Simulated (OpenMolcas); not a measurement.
Computed levels of 5d³ in ions with 71 electrons, in cm-1 above ⁴F_3/2.

```yaml
Program: OpenMolcas
Method: MS-CASPT2, IPEA 0.25 Eh, imaginary shift 0.1 Eh
Basis: ANO-R2
Scalar_Hamiltonian: X2C, finite nucleus
Spin-orbit_coupling: state interaction with AMFI integrals over the reference wave functions, term energies averaged over their components
```

Active space for each ion: 3 electrons in 5 orbitals (5d); closed shells correlated by CASPT2: 5s 5p.

```json
{"Level": "⁴F_5/2", "Re4+": "4990", "Os5+": "6510", "Pt7+": "10150"}
{"Level": "⁴F_7/2", "Re4+": "9220", "Os5+": "11630", "Pt7+": "17140"}
{"Level": "⁴P_1/2", "Re4+": "14820", "Os5+": "17120", "Pt7+": "22450"}
{"Level": "²G_7/2", "Re4+": "19660", "Os5+": "23350", "Pt7+": "32010"}
{"Level": "²H_9/2", "Re4+": "20740", "Os5+": "24610", "Pt7+": "33850"}
{"Level": "⁴P_5/2", "Re4+": "21590", "Os5+": "25280", "Pt7+": "33800"}
{"Level": "²P_1/2", "Re4+": "24510", "Os5+": "29380", "Pt7+": "40300"}
{"Level": "²H_11/2", "Re4+": "28080", "Os5+": "32920", "Pt7+": "44020"}
{"Level": "²D_5/2(1)", "Re4+": "29930", "Os5+": "35290", "Pt7+": "47200"}
```

Task: Estimate ⁴F_7/2, ⁴P_1/2, ²G_7/2 for Ir6+ from its neighbours Os5+ and Pt7+.

Result: ⁴F_7/2 is fine structure, which grows about as the fourth power of a screened charge, so the fourth roots are averaged: ((11630^0.25 + 17140^0.25) / 2)^4 = 14185. The calculation gives 14220, so the estimate is off by -0.2 %.
⁴P_1/2 is another term, which grows about linearly with the charge: (17120 + 22450) / 2 = 19785. The calculation gives 19750, so the estimate is off by +0.2 %.
²G_7/2 is another term, which grows about linearly with the charge: (23350 + 32010) / 2 = 27680. The calculation gives 27520, so the estimate is off by +0.6 %.

Mixed levels, with the weight of the term that names them: Re4+ ⁴P_1/2 (66 %), Re4+ ²H_9/2 (56 %), Re4+ ²P_1/2 (66 %), Os5+ ⁴P_1/2 (67 %), Os5+ ²H_9/2 (56 %), Os5+ ²P_1/2 (67 %), Ir6+ ⁴P_1/2 (68 %), Ir6+ ²H_9/2 (55 %), Ir6+ ²P_1/2 (68 %), Pt7+ ⁴P_1/2 (68 %), Pt7+ ²G_7/2 (74 %), Pt7+ ²H_9/2 (54 %), Pt7+ ²P_1/2 (68 %).

CASPT2 breaks the degeneracy within a term, and the mean is taken; among the terms shown or strongly mixed into the levels shown the widest spread is 610 cm-1 (5d³ ⁴F, Os5+). Levels of configurations outside the active space are missing.

A number in round brackets counts repeated terms of one configuration in the order of the reference energies.
